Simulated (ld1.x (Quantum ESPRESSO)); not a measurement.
# What the settings do to the TM potential of barium

Base potential:

ld1.x (Quantum ESPRESSO) 7.5 input, shortened:

```
&input
   title='Ba', zed=56., rel=1, dft='PBE', iswitch=3,
   config='[Xe] 5d0 6s0 6p0'
 /
 &inputp
   pseudotype=2, tm=.true., lloc=2,
   nlcc=.false.
 /
3
6S  1  0   0.00   0.00  2.95  2.95  0.0
5P  2  1   6.00   0.00  2.55  2.55  0.0
5D  3  2   0.00   0.00  3.90  3.90  0.0
 &test
   configts(1)='5p6 5d0 6s0 6p0'
 /
```

Cutoffs, loose and tight: the cutoffs (Ry, on a coarse ladder) from which the occupation-weighted sum of valence levels, in a spherical-Bessel basis at the reference potential, stays within 10 and 1 mRy of its value at 400 Ry. They do not see the model core or the augmentation charge, which bear on the density cutoff. Test errors are all-electron minus pseudo excitation energies from the reference, over the configurations 5p6 5d0 6s2 6p0; 5p6 5d0 6s1 6p0; 5p6 5d0 6s1.5 6p0; 5p6 5d1 6s0 6p0; 5p6 5d0 6s1 6p1; 5p6 5d0 6s0 6p2; 5p6 5d0.5 6s1.5 6p0. A dash means not determined; rows that change the core or the reference have their own tests.

A true bound ghost makes a file unfit for plane-wave use even where its test errors are small: the radial tests pick states by their node count and pass the ghost by.

```tsv
change	outcome	cutoff, loose	cutoff, tight	bound ghosts	largest test error (meV)
base	generated	18 Ry	30 Ry	s	+89
core correction a·sin(br)/r model core inside 1.10 bohr	generated	18 Ry	30 Ry	s	-115
core correction a·sin(br)/r model core inside 1.34 bohr	generated	18 Ry	30 Ry	s	-112
core correction a·sin(br)/r model core inside 1.78 bohr	generated	18 Ry	30 Ry	s	-105
core correction a·sin(br)/r model core inside 2.02 bohr	generated	18 Ry	30 Ry	s	-99
core correction a·sin(br)/r model core inside 2.38 bohr	generated	18 Ry	30 Ry	s	-83
core correction a·sin(br)/r model core inside 2.70 bohr	generated	18 Ry	30 Ry	s	+71
core correction a·sin(br)/r model core inside 3.12 bohr	generated	18 Ry	30 Ry	s	+72
```
